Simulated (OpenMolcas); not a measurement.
**Fe2+: moving or changing the point charges**

Fe2+ among 2 point charges of -2.5 e arranged as a linear pair (D∞h), 1.95 Å from the ion.
```
   0.0000    0.0000    1.9500  -2.50
   0.0000    0.0000   -1.9500  -2.50
```

```
Program             : OpenMolcas 26.06
Method              : CASSCF
Basis               : ANO-RCC-VDZP [5s4p2d1f]
Scalar Hamiltonian  : DKH2, point nucleus
Active space        : 6 electrons in 5 orbitals (3d)
State averaging     : 2S+1 = 5 even, 5 roots; 2S+1 = 3 even, 45 roots; 2S+1 = 1 even, 50 roots
Spin-orbit coupling : state interaction with AMFI integrals over the reference wave functions
```

Runs around this geometry, states (labels by Λ). Energies in cm-1 above the lowest state or level, χT in cm3 K/mol.

```tsv
R (Å)	q (e)	Ground state	First state of that spin	First gap with spin-orbit (degeneracies)	χT at 300 K	First state of another spin
1.95	-2	5Δ	5Π 10125	208.1 (2, 2)	4.877	3Φ 23295
1.77	-2.5	5Δ	5Σ 13074	205.0 (2, 2)	4.856	3Σ 22329
1.95	-2.5	5Δ	5Π 12436	206.6 (2, 2)	4.866	3Σ 23289
2.13	-2.5	5Δ	5Π 10084	208.0 (2, 2)	4.877	3Φ 23552
```

Scaling the charges by -2 / -2.5 = 0.80 scales the first state of the same spin by 10125 / 12436 = 0.81; with fixed orbitals a first-order splitting would follow the charge.

Without dynamic correlation the repulsion within the d shell is too large (B by tens of per cent), so at a given field states of lower spin stand too high. Point charges carry no covalency, so the field is a model and not that of real ligands. No measured value stands beside these numbers.
